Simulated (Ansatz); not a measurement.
Basis-set series for `N[SiH](S)I`. Charge 0, multiplicity 1. I: def2 effective core potential. All single points use the PBE0-D4/def2-TZVP geometry. It is one conformer, not always the lowest.

Z-matrix (Å, degrees):
```
Si
S 1 2.124
I 1 2.469 2 108.3
N 1 1.697 2 105.4 3 125.2
H 1 1.478 2 115.0 3 -116.5
H 2 1.342 1 94.5 3 26.9
H 4 1.008 1 120.0 2 160.1
H 4 1.008 1 120.4 2 -52.7
```

```tsv
functional	basis	functions	energy (Eh)	HOMO (eV)	LUMO (eV)
PBE0-D4	def2-SVP	96	-1042.08067	-7.41	-0.38
PBE0-D4	def2-QZVPP	399	-1042.43264	-7.52	-0.71
ωB97M-V	def2-SVP	96	-1042.29740	-9.49	1.61
ωB97M-V	def2-QZVPP	399	-1042.65075	-9.64	1.04
```

(1) Give the rows for def2-TZVPP. (Best estimate.)

Answers

(1) Computed: 
| functional | basis | functions | energy (Eh) | HOMO (eV) | LUMO (eV) |
| --- | --- | --- | --- | --- | --- |
| PBE0-D4 | def2-TZVPP | 221 | -1042.40585 | -7.50 | -0.61 |
| ωB97M-V | def2-TZVPP | 221 | -1042.62534 | -9.61 | 1.26 |

Positive LUMOs are unbound and depend on the basis.
